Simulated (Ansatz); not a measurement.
System: AlH₂I, charge 0, singlet. AlH2I (SMILES [AlH2][I]).
B3LYP-D3(BJ)/def2-TZVP minimum from Ansatz (an electronic-structure program):
```
Al
H 1 1.5706
H 1 1.5706 2 124.41
I 1 2.4852 2 117.80 3 -180.00
```

Total energies in hartree (Ansatz). Open shells are spin-unrestricted; no spin-orbit coupling. Cores are frozen in correlated methods (noble-gas shells, and filled d and f shells in the p block). Past Kr the def2 sets carry scalar-relativistic core potentials. Where a partner has so few electrons that a lower coupled-cluster level is exact, that level stands in. Spin-orbit terms, left out, reach several kcal/mol for Br and I, and more for heavier atoms.

```tsv
species	HF/def2-TZVPP	CCSD(T)/def2-TZVPP	HF/def2-QZVPP	CCSD(T)/def2-QZVPP	CCSDT(Q)/def2-TZVPP
1: AlH2I (SMILES [AlH2][I])	-539.80149	-540.05808	-539.80966	-540.09233	-540.05928
2: Al (doublet)	-241.87439	-241.92630	-241.88067	-241.93422	-241.92678
3: H (doublet)	-0.49981	-0.49981	-0.49998	-0.49998	-0.49981
4: I (doublet)	-296.65857	-296.79430	-296.65973	-296.81374	-296.79495
```

Problem. Work out the atomisation energy (electronic, to ground-state atoms) in kcal/mol: take Hartree-Fock from def2-QZVPP, extrapolate the CCSD(T) correlation energy as X^-3 (X = 3, 4), and add CCSDT(Q) - CCSD(T) in def2-TZVPP. 1 hartree = 627.51 kcal/mol.

Solution. 
Species 1: correlation (64·(-0.28267) - 27·(-0.25659))/37 = -0.30170; step -0.00120; E1 = -539.80966 + (-0.30170) + (-0.00120) = -540.11256
Species 2: correlation (64·(-0.05355) - 27·(-0.05191))/37 = -0.05475; step -0.00048; E2 = -241.88067 + (-0.05475) + (-0.00048) = -241.93590
Species 3: correlation (64·(0.00000) - 27·(0.00000))/37 = 0.00000; step +0.00000; E3 = -0.49998 + (0.00000) + (+0.00000) = -0.49998
Species 4: correlation (64·(-0.15401) - 27·(-0.13573))/37 = -0.16735; step -0.00065; E4 = -296.65973 + (-0.16735) + (-0.00065) = -296.82773
-1·E1 +1·E2 +2·E3 +1·E4 = 0.34897 hartree = 219.0 kcal/mol.
